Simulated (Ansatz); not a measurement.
Geometry optimisation, Ansatz, RKS PBE/def2-SVP.

Input:

```yaml
crystal:
  periodic: [false, false, false]
  atoms:
    - { symbol: Ge, position_ang: [0.195154, 0.0, 0.050487] }
    - { symbol: F, position_ang: [0.566261, 0.0, 1.719965] }
    - { symbol: H, position_ang: [1.717069, 0.0, -0.124582] }
    - { symbol: H, position_ang: [-0.581242, 1.281539, -0.357385] }
    - { symbol: H, position_ang: [-0.581242, -1.281539, -0.357385] }
basis:
  gaussian: { orbitals: def2-SVP }
hamiltonian:
  xc: pbe
relax:
  f_tol: 0.03
  max_steps: 50
```

Run as:

```bash
$ ansatz run input.yaml --threads 1 --pin off --max-ram 2048MiB --backend cpu --events-out ev --progress --plain --runs-dir out
```

Task: Where does it end, and by what steps?

Result: The forces met the threshold. After 4 steps the energy has fallen by 0.417 eV; H3 moved furthest, 0.28 Å.

```tsv
step	energy less start (eV)	largest force component (eV/Å)	accepted
0	0.0000	2.345	yes
1	-0.3769	0.295	yes
2	-0.4148	0.117	yes
3	-0.4168	0.059	yes
4	-0.4171	0.007	yes
```

```xyz
5
Properties=species:S:1:pos:R:3
Ge 0.260 0.000 0.102
F 0.332 0.000 1.862
H 1.724 0.000 -0.406
H -0.500 1.285 -0.314
H -0.500 -1.285 -0.314
```

Whether the end is a true minimum wasn't checked by a vibrational analysis.

Time of the run: 5.2 s on 1 thread of Arm Neoverse V2, on a shared host, peak memory 0.11 GiB.
